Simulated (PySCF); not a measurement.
# Working out the ionisation energy of Mg⁸⁺

Mg⁸⁺ [He] 2s2 (1S) → Mg⁹⁺ [He] 2s1 (2S). All numbers are calculated (PySCF 2.14, scalar relativity by spin-free X2C-1e, in an even-tempered Gaussian basis (19 s from 0.9 bohr⁻², ratio 2.2; 9 p from 1.5 bohr⁻², ratio 2.4; 6 d from 4.5 bohr⁻², ratio 2.4; 5 f from 6.7 bohr⁻², ratio 2.4; 5 g from 10 bohr⁻², ratio 2.4)). Frozen: nothing; the 12 highest virtual orbitals dropped. Energies in hartree (1 hartree = 27.21139 eV):

```
             part  Mg⁸⁺ (lower)  Mg⁹⁺ (upper)
              UHF   -162.264063   -150.358736
MP2 opposite-spin     -0.137444     -0.048415
    MP2 same-spin     -0.003322     -0.001731
```

Problem. What does Hartree-Fock give?

Solution. (-150.358736) − (-162.264063) = 11.905327 hartree = 323.960 eV.

Problem. What do MP2 and SCS-MP2 (6/5 opposite-spin, 1/3 same-spin) give?

Solution. The opposite-spin parts differ by 2.423 eV and the same-spin parts by 0.043 eV. MP2: 323.960 + (2.423) + (0.043) = 326.426 eV. SCS-MP2: 323.960 + 1.2 × (2.423) + (0.043)/3 = 326.882 eV.

A first-order spin-orbit estimate adds 0.000 eV to MP2 (all electrons), giving 326.426 eV against 327.99 eV (semi-empirical (NIST evaluation); NIST Atomic Spectra Database, ionization energies).

What remains against the reference includes basis incompleteness and correlation beyond second order.
